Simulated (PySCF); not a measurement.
C2H7ClSi3, SMILES Cl[Si@@H]1C=C[SiH2][SiH2]1.

Geometry optimised at B3LYP-D3(BJ)/def2-SVP. The structure was generated by enumeration; whether it is a known compound was not checked.

Two levels are set side by side: PBE/def2-TZVP (PySCF) and CAM-B3LYP/def2-TZVP (PySCF). Same geometry, gas phase. Differences are taken from unrounded values.

| quantity | CAM-B3LYP |
|---|---|
| orbital gap (eV) | 8.59 |
| highest occupied level (eV) | -8.77 |
| lowest empty level (eV) | -0.18 |
| dipole moment (D) | 1.78 |
| mean polarisability (bohr³) | 114.7 |

Q: What does PBE give, and how far is it from CAM-B3LYP? (The exact figures need the calculation; the answer reports its results.)

A: 
| quantity | PBE | PBE minus CAM-B3LYP |
|---|---|---|
| orbital gap (eV) | 4.17 | -4.42 |
| highest occupied level (eV) | -6.48 | 2.29 |
| lowest empty level (eV) | -2.30 | -2.13 |
| dipole moment (D) | 1.67 | -0.11 |
| mean polarisability (bohr³) | 120.5 | 5.8 |

PBE's occupied levels lie high since its potential decays too fast outside the molecule; exact exchange lowers them and widens the gap. Loosely held outer electrons make PBE densities more polarisable. Differences between two approximate levels are no errors against the true value.

Rough cost on one machine, each run with all the roots and properties that it gave: CAM-B3LYP against PBE within a factor of 2.
